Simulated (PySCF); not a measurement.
## Shapes and spin states of PtN2

Computed with PySCF, PBE0, basis Pt def2-TZVP with ECP60, N def2-TZVP (scalar-relativistic core potentials, no spin–orbit coupling, density fitting).

Relaxations began from a few typed shapes and spin states; open shells are unrestricted. The search is not exhaustive: other isomers or separated fragments can lie lower, and high-lying points may rest on an excited occupation.

```csv
spin,group,bonds,angles,imaginary modes (cm⁻¹),ΔE (kJ/mol),ΔE with ZPE (kJ/mol)
singlet,C2v,"N–N 1.138 Å, Pt–N 2.061 Å (×2)","N–N–Pt 74.0° (×2), N–Pt–N 32.1°",none,0.0,0.0
triplet,Cs,"N–N 1.097 Å, Pt–N 2.094 Å",N–N–Pt 164.3°,none,40.5,40.1
triplet,C2v,Pt–N 1.740 Å (×2),N–Pt–N 131.3°,none,472.2,465.9
quintet,C2v,Pt–N 1.822 Å (×2),N–Pt–N 105.4°,none,472.6,465.0
quintet,C2v,"N–N 1.261 Å, Pt–N 2.059 Å (×2)","N–N–Pt 72.2° (×2), N–Pt–N 35.7°",none,480.8,476.3
"singlet (closed shell, unstable to spin polarisation)",C2v,Pt–N 1.709 Å (×2),N–Pt–N 124.7°,none,519.8,516.6
quintet,D∞h,Pt–N 1.809 Å (×2),N–Pt–N 180.0°,330i,623.2,–
```

The lowest minimum found is the singlet C2v: N–N 1.138 Å, Pt–N 2.061 Å (×2); N–N–Pt 74.0° (×2), N–Pt–N 32.1°.

Starts that fell apart ended at 58 kJ/mol on the same scale (coarser grid).

For the lowest minimum: stability towards spin polarisation was not tested. With an element this heavy the missing spin–orbit coupling can shift these numbers.

The electron or spin density has lower symmetry than the nuclear frame for the quintet D∞h at 623.2 kJ/mol.
